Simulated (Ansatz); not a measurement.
One change: `CC1=CC(C)=[O+][Sn-]([OH])[O]1` becomes `CS/C(C)=C/C(C)=O`.

Ansatz, PBE0-D4/def2-TZVP geometries, multiplicity 1. Each molecule was computed in one conformer, which needn't be the lowest.

Elements past krypton have def2 core potentials.

```json
{"property": "HOMO energy (ωB97M-V/def2-TZVPP) / eV", "`CC1=CC(C)=[O+][Sn-]([OH])[O]1`": "-9.15"}
{"property": "HOMO–LUMO gap (ωB97M-V/def2-TZVPP) / eV", "`CC1=CC(C)=[O+][Sn-]([OH])[O]1`": "9.56"}
{"property": "HOMO energy (B3LYP/def2-TZVPP) / eV", "`CC1=CC(C)=[O+][Sn-]([OH])[O]1`": "-6.83"}
{"property": "HOMO–LUMO gap (B3LYP/def2-TZVPP) / eV", "`CC1=CC(C)=[O+][Sn-]([OH])[O]1`": "4.97"}
{"property": "LUMO energy (PBE/def2-TZVPP) / eV", "`CC1=CC(C)=[O+][Sn-]([OH])[O]1`": "-2.53"}
{"property": "size of the dipole moment (ωB97M-V/def2-TZVPP) / D", "`CC1=CC(C)=[O+][Sn-]([OH])[O]1`": "3.93"}
```

Give the same properties after the change, and the shifts. (An estimate is asked.)

The calculation gave: 
| property | `CS/C(C)=C/C(C)=O` | shift |
| --- | --- | --- |
| HOMO energy (ωB97M-V/def2-TZVPP) / eV | -8.59 | 0.56 |
| HOMO–LUMO gap (ωB97M-V/def2-TZVPP) / eV | 9.38 | -0.18 |
| HOMO energy (B3LYP/def2-TZVPP) / eV | -6.35 | 0.48 |
| HOMO–LUMO gap (B3LYP/def2-TZVPP) / eV | 4.89 | -0.08 |
| LUMO energy (PBE/def2-TZVPP) / eV | -2.15 | 0.38 |
| size of the dipole moment (ωB97M-V/def2-TZVPP) / D | 3.52 | -0.41 |

With PBE0 the HOMO rises by 0.46 eV and the LUMO rises by 0.38 eV, so the gap narrows by about 0.08 eV. PBE moves the HOMO by 0.67 eV and ωB97M-V by 0.56 eV. Dipoles are sizes alone; their direction can turn.

B3LYP here is the variant with VWN-RPA as its local correlation; programs differ in this.
